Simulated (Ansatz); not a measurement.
System: MoCl, charge 0, multiplicity 6. The spin state was set by rule; other spins were not relaxed. 
Structure (B3LYP-D3(BJ)/def2-TZVP (Ansatz, a quantum-chemistry and plane-wave program) minimum search):
```xyz
2

Mo     0.0000     0.0000    -0.6622
Cl     0.0000     0.0000     1.6359
```
Charge 0, spin multiplicity 6.

Wanted: vertical ionisation energy (to the quintet state of charge +1; each state is the SCF solution reached for its spin), in eV. Correlated levels leave the core frozen unless marked. UHF or UKS for open shells. No spin-orbit coupling. Frozen are the shells of the preceding noble gas and the d and f shells that filled before the atom's block. Past Kr the def2 sets carry scalar-relativistic core potentials. CBS(X,Y): correlation extrapolated as X^-3; Hartree-Fock from the larger set.

| level | program | vertical ionisation energy (eV) |
|---|---|---|
| PBE/def2-TZVPD | Ansatz | 8.29 |
| r2SCAN/def2-TZVPD | Ansatz | 8.48 |
| B3LYP/def2-TZVPD | Ansatz | 8.24 |
| BHLYP/def2-TZVPD | Ansatz | 8.01 |
| CAM-B3LYP/def2-TZVPD | Ansatz | 8.18 |
| wB97M-V/def2-TZVPD | Ansatz | 8.14 |
| wB97X-V/def2-TZVPD | Ansatz | 7.98 |
| CCSD/def2-SVPD | Ansatz | 8.05 |
| CCSD/def2-TZVPPD | Ansatz | 8.07 |
| CCSD/def2-QZVPPD | Ansatz | 8.10 |
| CCSD/CBS(def2-TZVPPD,def2-QZVPPD) | Ansatz | 8.13 |
| CCSD(T)/def2-SVPD | Ansatz | 8.03 |
| CCSD(T)/def2-TZVPPD | Ansatz | 8.06 |
| CCSD(T)/def2-QZVPPD | Ansatz | 8.10 |
| CCSD(T)/CBS(def2-TZVPPD,def2-QZVPPD) | Ansatz | 8.14 |
